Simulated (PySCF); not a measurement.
CH3F2GaS (SMILES C[S][Ga]([F])[F]), singlet, at a GFN2-xTB geometry (such geometries of metal compounds can be far from the true shape); PySCF with CASSCF(2,3)/STO-3G.

Here is a job for PySCF.
```python
from pyscf import gto, scf, mcscf
import numpy

mol = gto.Mole()
mol.atom = '''
    Ga    0.192361    0.462732    0.353897
    F     1.223979    1.822785    0.776038
    F    -1.067791    0.125909    1.554781
    S     0.250249   -0.865039   -1.441504
    C    -1.174517   -1.932838   -1.007931
    H    -0.992974   -2.445543   -0.066606
    H    -1.245541   -2.654956   -1.815468
    H    -2.087260   -1.344778   -0.954456
'''
mol.basis = 'sto-3g'
mol.charge = 0
mol.spin = 0
mol.verbose = 4
mol.build()

mf = scf.RHF(mol)
mf.kernel()
mc = mcscf.CASSCF(mf, 3, 2)
mc.fix_spin_(ss=0.0)
mc.kernel()
occ = numpy.linalg.eigvalsh(mc.fcisolver.make_rdm1(mc.ci, mc.ncas, mc.nelecas))[::-1]
ss = mc.fcisolver.spin_square(mc.ci, mc.ncas, mc.nelecas)[0]
print('natural occupations', occ.round(4), ' <S^2>', round(ss, 4))
```

The log (banner, timings and long lists left out):

```
PySCF version 2.14.0

[INPUT] verbose = 4
[INPUT] num. atoms = 8
[INPUT] num. electrons = 74
[INPUT] charge = 0
[INPUT] spin (= nelec alpha-beta = 2S) = 0
[INPUT] symmetry False subgroup None
[INPUT] Mole.unit = angstrom
[INPUT] Symbol           X                Y                Z      unit          X                Y                Z       unit  Magmom
[INPUT]  1 Ga     0.192361000000   0.462732000000   0.353897000000 AA    0.363509607047   0.874436749072   0.668768406305 Bohr   0.0
[INPUT]  2 F      1.223979000000   1.822785000000   0.776038000000 AA    2.312985092219   3.444564433965   1.466499282255 Bohr   0.0
[INPUT]  3 F     -1.067791000000   0.125909000000   1.554781000000 AA   -2.017832548275   0.237933526618   2.938110273677 Bohr   0.0
[INPUT]  4 S      0.250249000000  -0.865039000000  -1.441504000000 AA    0.472902072946  -1.634686797068  -2.724047767465 Bohr   0.0
[INPUT]  5 C     -1.174517000000  -1.932838000000  -1.007931000000 AA   -2.219515458646  -3.652534463152  -1.904713542459 Bohr   0.0
[INPUT]  6 H     -0.992974000000  -2.445543000000  -0.066606000000 AA   -1.876448908814  -4.621406495847  -0.125867098253 Bohr   0.0
[INPUT]  7 H     -1.245541000000  -2.654956000000  -1.815468000000 AA   -2.353731366917  -5.017139712771  -3.430737307912 Bohr   0.0
[INPUT]  8 H     -2.087260000000  -1.344778000000  -0.954456000000 AA   -3.944349750760  -2.541262118340  -1.803660437948 Bohr   0.0

nuclear repulsion = 458.467843522043
number of shells = 25
number of NR pGTOs = 135
number of NR cGTOs = 45
basis = sto-3g
ecp = {}

******** <class 'pyscf.scf.hf.RHF'> ********
method = RHF
initial guess = minao
damping factor = 0
level_shift factor = 0
DIIS = <class 'pyscf.scf.diis.CDIIS'>
diis_start_cycle = 1
diis_space = 8
diis_damp = 0
SCF conv_tol = 1e-09
SCF conv_tol_grad = None
SCF max_cycles = 50
direct_scf = True
direct_scf_tol = 1e-13
Set gradient conv threshold to 3.16228e-05
Initial guess from minao.
init E= -2526.5492730754
  HOMO = -0.456128789123565  LUMO = -0.287178895380742  gap/eV = 4.59736
cycle= 1 E= -2529.13496512012  delta_E= -2.59  |g|= 0.532  |ddm|= 3.37
  HOMO = -0.114016789535154  LUMO = 0.257855110161997  gap/eV = 10.11915
cycle= 2 E= -2529.30368660385  delta_E= -0.169  |g|= 0.171  |ddm|= 1.36
  HOMO = -0.213712681912564  LUMO = 0.226233949913526  gap/eV = 11.97156
cycle= 3 E= -2529.31998130228  delta_E= -0.0163  |g|= 0.0543  |ddm|= 0.349
  HOMO = -0.265106237480042  LUMO = 0.210957253806423  gap/eV = 12.95435
cycle= 4 E= -2529.32246605529  delta_E= -0.00248  |g|= 0.0153  |ddm|= 0.16
  HOMO = -0.266194913957283  LUMO = 0.208856459311865  gap/eV = 12.92681
cycle= 5 E= -2529.32270733792  delta_E= -0.000241  |g|= 0.00507  |ddm|= 0.055
  HOMO = -0.265613677876809  LUMO = 0.207901506903306  gap/eV = 12.88500
cycle= 6 E= -2529.32274065411  delta_E= -3.33e-05  |g|= 0.00237  |ddm|= 0.0193
  HOMO = -0.265560842092713  LUMO = 0.20795533096115  gap/eV = 12.88503
cycle= 7 E= -2529.32275191914  delta_E= -1.13e-05  |g|= 0.00084  |ddm|= 0.0156
  HOMO = -0.265592476982433  LUMO = 0.207895098547027  gap/eV = 12.88425
cycle= 8 E= -2529.32275343124  delta_E= -1.51e-06  |g|= 0.000335  |ddm|= 0.00572
  HOMO = -0.26556588210771  LUMO = 0.207872530691477  gap/eV = 12.88292
cycle= 9 E= -2529.32275367718  delta_E= -2.46e-07  |g|= 0.000104  |ddm|= 0.00254
  HOMO = -0.265582206991667  LUMO = 0.207881202147553  gap/eV = 12.88360
cycle= 10 E= -2529.32275369699  delta_E= -1.98e-08  |g|= 4.38e-05  |ddm|= 0.000612
  HOMO = -0.265584872725581  LUMO = 0.20788087436222  gap/eV = 12.88366
cycle= 11 E= -2529.32275370034  delta_E= -3.35e-09  |g|= 1.91e-05  |ddm|= 0.00025
  HOMO = -0.265582906567317  LUMO = 0.207883153111878  gap/eV = 12.88367
cycle= 12 E= -2529.32275370104  delta_E= -7.08e-10  |g|= 7.18e-06  |ddm|= 0.000118
  HOMO = -0.26558414747906  LUMO = 0.207883463751606  gap/eV = 12.88371
Extra cycle  E= -2529.3227537011  delta_E= -5.91e-11  |g|= 4.46e-06  |ddm|= 2.06e-05
converged SCF energy = -2529.3227537011

******** <class 'pyscf.mcscf.mc1step.CASSCF'> ********
CAS (1e+1e, 3o), ncore = 36, nvir = 6
max_cycle_macro = 50
max_cycle_micro = 4
conv_tol = 1e-07
conv_tol_grad = None
orbital rotation max_stepsize = 0.02
orbital rotation threshold for CI restart = 0.01
augmented hessian ah_max_cycle = 30
augmented hessian ah_conv_tol = 1e-12
augmented hessian ah_linear dependence = 1e-14
augmented hessian ah_level shift = 1e-08
augmented hessian ah_start_tol = 2.5
augmented hessian ah_start_cycle = 3
augmented hessian ah_grad_trust_region = 3
kf_trust_region = 3
kf_interval = 4
ci_response_space = 4
ci_grad_trust_region = 3
with_dep4 0
natorb = False
canonicalization = True
sorting_mo_energy = False
ao2mo_level = 2
internal_rotation = False
******** <class 'pyscf.fci.addons.SpinPenaltyFCISolver'> ********
max. cycles = 50
conv_tol = 1e-08
davidson only = True
linear dependence = 1e-12
level shift = 0.001
max iter space = 12
nroots = 1
pspace_size = 400
spin = None
CASCI E = -2529.32374249907  S^2 = 0.0000000
Set conv_tol_grad to 0.000316228
macro iter   1 ( 21 JK    4 micro), CASSCF E = -2529.32402080644  dE = -2.78307374e-04  S^2 = 0.0000000
               |grad[o]|=0.0043  |grad[c]|=0.00286  |ddm|=0.00279  |maxRot[o]|=0.186
macro iter   2 ( 21 JK    4 micro), CASSCF E = -2529.32482551103  dE = -8.04704594e-04  S^2 = 0.0000000
               |grad[o]|=0.00378  |grad[c]|=0.0128  |ddm|=0.00728  |maxRot[o]|=0.152
macro iter   3 ( 21 JK    4 micro), CASSCF E = -2529.32681688599  dE = -1.99137495e-03  S^2 = 0.0000000
               |grad[o]|=0.00643  |grad[c]|=0.0494  |ddm|=0.0671  |maxRot[o]|=0.254
macro iter   4 ( 21 JK    4 micro), CASSCF E = -2529.33016972381  dE = -3.35283782e-03  S^2 = 0.0000000
               |grad[o]|=0.0111  |grad[c]|=0.016  |ddm|=0.00971  |maxRot[o]|=0.167
macro iter   5 ( 21 JK    4 micro), CASSCF E = -2529.33348254918  dE = -3.31282537e-03  S^2 = 0.0000000
               |grad[o]|=0.0136  |grad[c]|=0.0136  |ddm|=0.0116  |maxRot[o]|=0.161
macro iter   6 ( 21 JK    4 micro), CASSCF E = -2529.33473530865  dE = -1.25275947e-03  S^2 = 0.0000000
               |grad[o]|=0.0101  |grad[c]|=0.0245  |ddm|=0.0123  |maxRot[o]|=0.165
macro iter   7 ( 21 JK    4 micro), CASSCF E = -2529.33647399784  dE = -1.73868919e-03  S^2 = 0.0000000
               |grad[o]|=0.0138  |grad[c]|=0.0121  |ddm|=0.00848  |maxRot[o]|=0.146
macro iter   8 ( 17 JK    4 micro), CASSCF E = -2529.33658300642  dE = -1.09008587e-04  S^2 = 0.0000000
               |grad[o]|=0.00399  |grad[c]|=0.00936  |ddm|=0.0236  |maxRot[o]|=0.113
macro iter   9 ( 21 JK    4 micro), CASSCF E = -2529.33668653938  dE = -1.03532960e-04  S^2 = 0.0000000
               |grad[o]|=0.00846  |grad[c]|=0.00636  |ddm|=0.009  |maxRot[o]|=0.161
macro iter  10 ( 21 JK    4 micro), CASSCF E = -2529.33689071580  dE = -2.04176421e-04  S^2 = 0.0000000
               |grad[o]|=0.00672  |grad[c]|=0.0007  |ddm|=0.00639  |maxRot[o]|= 0.31
macro iter  11 ( 20 JK    4 micro), CASSCF E = -2529.33697969794  dE = -8.89821408e-05  S^2 = 0.0000000
               |grad[o]|=0.00219  |grad[c]|=0.000395  |ddm|=0.00714  |maxRot[o]|=0.248
macro iter  12 ( 15 JK    4 micro), CASSCF E = -2529.33694573553  dE =  3.39624189e-05  S^2 = 0.0000000
               |grad[o]|=0.00102  |grad[c]|=0.0024  |ddm|=0.0107  |maxRot[o]|=0.0234
macro iter  13 ( 20 JK    4 micro), CASSCF E = -2529.33697215843  dE = -2.64229066e-05  S^2 = 0.0000000
               |grad[o]|=0.0023  |grad[c]|=0.00207  |ddm|=0.00869  |maxRot[o]|=0.0234
macro iter  14 ( 17 JK    4 micro), CASSCF E = -2529.33698762581  dE = -1.54673826e-05  S^2 = 0.0000000
               |grad[o]|=0.0015  |grad[c]|=0.00224  |ddm|=0.00567  |maxRot[o]|=0.00621
macro iter  15 ( 13 JK    4 micro), CASSCF E = -2529.33703373753  dE = -4.61117133e-05  S^2 = 0.0000000
               |grad[o]|=0.00142  |grad[c]|=0.00184  |ddm|=0.00319  |maxRot[o]|=0.0193
macro iter  16 ( 12 JK    4 micro), CASSCF E = -2529.33704431753  dE = -1.05800032e-05  S^2 = 0.0000000
               |grad[o]|=0.0008  |grad[c]|=0.00123  |ddm|=0.00606  |maxRot[o]|=0.00647
macro iter  17 (  9 JK    4 micro), CASSCF E = -2529.33704266428  dE =  1.65324855e-06  S^2 = 0.0000000
               |grad[o]|=0.000784  |grad[c]|=0.00133  |ddm|=0.00482  |maxRot[o]|=0.00709
macro iter  18 ( 14 JK    4 micro), CASSCF E = -2529.33705203113  dE = -9.36684319e-06  S^2 = 0.0000000
               |grad[o]|=0.00111  |grad[c]|=0.000728  |ddm|=0.00402  |maxRot[o]|=0.0261
macro iter  19 (  4 JK    1 micro), CASSCF E = -2529.33706742807  dE = -1.53969404e-05  S^2 = 0.0000000
               |grad[o]|=0.000796  |grad[c]|=0.00133  |ddm|=0.00351  |maxRot[o]|=0.0171
macro iter  20 ( 12 JK    4 micro), CASSCF E = -2529.33707082108  dE = -3.39301596e-06  S^2 = 0.0000000
               |grad[o]|=0.000711  |grad[c]|=0.000159  |ddm|=0.00367  |maxRot[o]|=0.00992
macro iter  21 ( 12 JK    4 micro), CASSCF E = -2529.33707180517  dE = -9.84087819e-07  S^2 = 0.0000000
               |grad[o]|=0.00013  |grad[c]|=9.62e-05  |ddm|=0.00184  |maxRot[o]|=0.0078
macro iter  22 (  4 JK    1 micro), CASSCF E = -2529.33707194182  dE = -1.36650215e-07  S^2 = 0.0000000
               |grad[o]|=6.95e-05  |grad[c]|=0.000167  |ddm|=0.000482  |maxRot[o]|=0.00146
macro iter  23 (  3 JK    1 micro), CASSCF E = -2529.33707199580  dE = -5.39762368e-08  S^2 = 0.0000000
               |grad[o]|=0.000125  |grad[c]|=0.00011  |ddm|=0.000337  |maxRot[o]|=0.000932
1-step CASSCF converged in  23 macro (361 JK  83 micro) steps
CASSCF canonicalization
Density matrix diagonal elements [1.95275694e+00 5.89055478e-04 4.66540063e-02]
CASSCF energy = -2529.33707199580
CASCI E = -2529.33707199580  E(CI) = -1.27137243405559  S^2 = 0.0000000
natural occupations [1.9542e+00 4.5600e-02 1.0000e-04]  <S^2> 0.0
```
